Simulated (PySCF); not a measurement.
PySCF input file for Sn(F)2(Br)(NH2) (BrF₂H₂NSn), SMILES [F][Sn]([F])([Br])[NH2], TDDFT-M06-2X/def2-SVPD. Coordinates come from a PBE0-D3(BJ)/def2-SVP optimisation. The geometry has at least one imaginary mode, so it is a saddle point at that level. The structure was generated by enumeration; whether it is a known compound was not checked. The def2 effective core potentials stand for the cores of Sn; spin–orbit coupling is left out. Other conformers were not sampled.

```python
import numpy as np
from pyscf import gto, scf, dft, tdscf

mol = gto.M(
    atom='''
    N     2.30997671    0.10877139    0.34142190
    Sn    0.38376248   -0.42368274    0.14420741
    F    -0.22925764   -1.19947707    1.79565605
    F     0.23089699   -1.79538953   -1.19782911
    Br   -1.16893737    1.36787153   -0.45509649
    H     2.89244153   -0.38977936   -0.33143395
    H     2.64765087   -0.10918714    1.27904474
    ''',
    basis='def2-SVPD',
    ecp={'Sn': 'def2-svp'},
    charge=0,
    spin=0,
    max_memory=1600,
    verbose=4,
)
mf = dft.RKS(mol, xc='m06-2x').density_fit(auxbasis='def2-universal-jkfit')
mf.grids.level = 4
mf.conv_tol = 1e-9
mf.max_cycle = 100
mf.kernel()
mf.grids = dft.Grids(mol).set(level=2).build(with_non0tab=True)  # coarser grid for the response kernel
td = tdscf.TDDFT(mf)
td.singlet = True
td.nstates = 10
td.conv_tol = 1e-4
td.positive_eig_threshold = 1e-6
td.kernel(x0=td.get_init_guess(mf, 15))
td.analyze()
tt = tdscf.TDA(mf)
tt.singlet = False
tt.nstates = 4
tt.conv_tol = 1e-4
tt.positive_eig_threshold = 1e-6
tt.kernel(x0=tt.get_init_guess(mf, 9))
tt.analyze(verbose=3)
```

It prints:

```
PySCF version 2.14.0

[INPUT] verbose = 4
[INPUT] num. atoms = 7
[INPUT] num. electrons = 84
[INPUT] charge = 0
[INPUT] spin (= nelec alpha-beta = 2S) = 0
[INPUT] symmetry False subgroup None
[INPUT] Mole.unit = angstrom
[INPUT] Symbol           X                Y                Z      unit          X                Y                Z       unit  Magmom
[INPUT]  1 N      2.309976710000   0.108771390000   0.341421900000 AA    4.365223336024   0.205548137288   0.645193883929 Bohr   0.0
[INPUT]  2 Sn     0.383762480000  -0.423682740000   0.144207410000 AA    0.725205984084  -0.800644342305   0.272512510033 Bohr   0.0
[INPUT]  3 F     -0.229257640000  -1.199477070000   1.795656050000 AA   -0.433234151564  -2.266683154996   3.393298148418 Bohr   0.0
[INPUT]  4 F      0.230896990000  -1.795389530000  -1.197829110000 AA    0.436332074086  -3.392794498612  -2.263568961932 Bohr   0.0
[INPUT]  5 Br    -1.168937370000   1.367871530000  -0.455096490000 AA   -2.208971486069   2.584902565290  -0.860007726351 Bohr   0.0
[INPUT]  6 H      2.892441530000  -0.389779360000  -0.331433950000 AA    5.465922323018  -0.736576239408  -0.626319393883 Bohr   0.0
[INPUT]  7 H      2.647650870000  -0.109187140000   1.279044740000 AA    5.003335017766  -0.206333790925   2.417044259666 Bohr   0.0

nuclear repulsion = 509.75363893601
number of shells = 61
number of NR pGTOs = 266
number of NR cGTOs = 155
basis = def2-SVPD
ecp = {'Sn': 'def2-svp'}


[settings echo left out]
init E= -3018.99315501999
  HOMO = -0.693463673796295  LUMO = -0.630039238771957  gap/eV = 1.72587
cycle= 1 E= -3042.0024583056  delta_E=  -23  |g|= 2.59  |ddm|= 9.68
  HOMO = -0.107793451398498  LUMO = -0.0596335139173672  gap/eV = 1.31050
cycle= 2 E= -3042.32485847801  delta_E= -0.322  |g|= 2.48  |ddm|= 8.87
  HOMO = -0.332374938537299  LUMO = -0.0662097068343286  gap/eV = 7.24272
cycle= 3 E= -3043.58206663022  delta_E= -1.26  |g|= 0.363  |ddm|= 2.71
  HOMO = -0.384529670662978  LUMO = -0.0751486707868878  gap/eV = 8.41869
cycle= 4 E= -3043.59146157519  delta_E= -0.00939  |g|= 0.302  |ddm|= 0.614
  HOMO = -0.379456685577362  LUMO = -0.0646802166010545  gap/eV = 8.56550
cycle= 5 E= -3043.60814092208  delta_E= -0.0167  |g|= 0.038  |ddm|= 0.312
  HOMO = -0.381632339326778  LUMO = -0.063318642018082  gap/eV = 8.66176
cycle= 6 E= -3043.60841552312  delta_E= -0.000275  |g|= 0.00669  |ddm|= 0.0537
  HOMO = -0.381870927532919  LUMO = -0.0629357415196523  gap/eV = 8.67867
cycle= 7 E= -3043.60844143851  delta_E= -2.59e-05  |g|= 0.00246  |ddm|= 0.0283
  HOMO = -0.381725688696258  LUMO = -0.0628830397220383  gap/eV = 8.67615
cycle= 8 E= -3043.60844485185  delta_E= -3.41e-06  |g|= 0.000803  |ddm|= 0.0104
  HOMO = -0.38179363092344  LUMO = -0.0629645720692054  gap/eV = 8.67578
cycle= 9 E= -3043.60844516203  delta_E= -3.1e-07  |g|= 0.000271  |ddm|= 0.00363
  HOMO = -0.381758040433422  LUMO = -0.0629466366692313  gap/eV = 8.67530
cycle= 10 E= -3043.60844518589  delta_E= -2.39e-08  |g|= 0.000128  |ddm|= 0.000592
  HOMO = -0.38176967315702  LUMO = -0.0629436818773712  gap/eV = 8.67570
cycle= 11 E= -3043.60844518959  delta_E= -3.7e-09  |g|= 3.87e-05  |ddm|= 0.000255
  HOMO = -0.381768750013051  LUMO = -0.0629451244393167  gap/eV = 8.67563
cycle= 12 E= -3043.60844519008  delta_E= -4.91e-10  |g|= 7.26e-06  |ddm|= 7.6e-05
  HOMO = -0.381768103613506  LUMO = -0.0629456415792973  gap/eV = 8.67560
Extra cycle  E= -3043.60844519011  delta_E= -2.86e-11  |g|= 5.51e-06  |ddm|= 2.24e-05
converged SCF energy = -3043.60844519011
tot grids = 72064
Overwritten attributes  positive_eig_threshold  of <class 'pyscf.tdscf.rks.TDDFT'>


******** <class 'pyscf.tdscf.rks.TDDFT'> for <class 'pyscf.df.df_jk.DFRKS'> ********
nstates = 10 singlet
deg_eia_thresh = 1.000e-03
wfnsym = None
conv_tol = 0.0001
eigh lindep = 1e-12
eigh level_shift = 0
eigh max_cycle = 100


Excitation energies (eV)
[5.3958469  5.63249184 5.66069883 7.54471173 7.64559114 7.79296173
 8.00616737 8.04737262 8.13912417 8.17702233]

** Singlet excitation energies and oscillator strengths **
Excited State   1:      5.39585 eV    229.78 nm  f=0.0127
      41 -> 43        0.10558
      42 -> 43       -0.67600
      42 -> 47       -0.11671
Excited State   2:      5.63249 eV    220.12 nm  f=0.0148
      40 -> 43        0.68498
      40 -> 44       -0.13752
Excited State   3:      5.66070 eV    219.03 nm  f=0.0446
      41 -> 43        0.67502
      41 -> 44       -0.11710
Excited State   4:      7.54471 eV    164.33 nm  f=0.3039
      35 -> 43       -0.11740
      39 -> 43       -0.62344
      40 -> 45       -0.22330
Excited State   5:      7.64559 eV    162.16 nm  f=0.0024
      36 -> 43       -0.14218
      41 -> 45        0.10456
      42 -> 44       -0.12192
      42 -> 45        0.64969
      42 -> 48       -0.10928
Excited State   6:      7.79296 eV    159.10 nm  f=0.0308
      41 -> 44       -0.17723
      42 -> 44       -0.62646
      42 -> 45       -0.11656
      42 -> 52        0.10268
Excited State   7:      8.00617 eV    154.86 nm  f=0.0009
      41 -> 44       -0.10675
      41 -> 45        0.65734
      41 -> 48       -0.13355
Excited State   8:      8.04737 eV    154.07 nm  f=0.0157
      33 -> 43        0.11458
      36 -> 43        0.12808
      37 -> 43       -0.62272
      37 -> 46        0.12862
      38 -> 45       -0.11593
Excited State   9:      8.13912 eV    152.33 nm  f=0.0023
      35 -> 45        0.10140
      36 -> 43        0.61178
      36 -> 46       -0.14263
      37 -> 43        0.12206
      39 -> 45        0.12009
      42 -> 45        0.16109
Excited State  10:      8.17702 eV    151.63 nm  f=0.0616
      34 -> 43        0.20285
      37 -> 45        0.11747
      38 -> 43        0.59607
      38 -> 46       -0.12024

** Transition electric dipole moments (AU) **
state          X           Y           Z        Dip. S.      Osc.
  1        -0.1503     -0.2697      0.0262      0.0960      0.0127
  2        -0.0681      0.0488      0.3160      0.1069      0.0148
  3         0.4126      0.3888      0.0070      0.3215      0.0446
  4         0.9741     -0.7766      0.3030      1.6438      0.3039
  5        -0.0032     -0.0120     -0.1114      0.0126      0.0024
  6         0.1811     -0.3464      0.0911      0.1611      0.0308
  7         0.0049     -0.0150     -0.0667      0.0047      0.0009
  8        -0.0486      0.0448      0.2743      0.0796      0.0157
  9         0.0121     -0.0094     -0.1064      0.0116      0.0023
 10        -0.2714     -0.4811      0.0482      0.3075      0.0616

WARN: ECP detected. Skipping calculation of transition velocity and magnetic dipole moments, which have not yet been implemented.

Overwritten attributes  positive_eig_threshold  of <class 'pyscf.tdscf.rks.TDA'>


******** <class 'pyscf.tdscf.rks.TDA'> for <class 'pyscf.df.df_jk.DFRKS'> ********
nstates = 4 triplet
deg_eia_thresh = 1.000e-03
wfnsym = None
conv_tol = 0.0001
eigh lindep = 1e-12
eigh level_shift = 0
eigh max_cycle = 100


Excitation energies (eV)
[4.89626773 5.22101261 5.25564795 6.3305105 ]

** Triplet excitation energies and oscillator strengths **
Excited State   1:      4.89627 eV    253.22 nm  f=0.0000
Excited State   2:      5.22101 eV    237.47 nm  f=0.0000
Excited State   3:      5.25565 eV    235.91 nm  f=0.0000
Excited State   4:      6.33051 eV    195.85 nm  f=0.0000
```

The run converged.
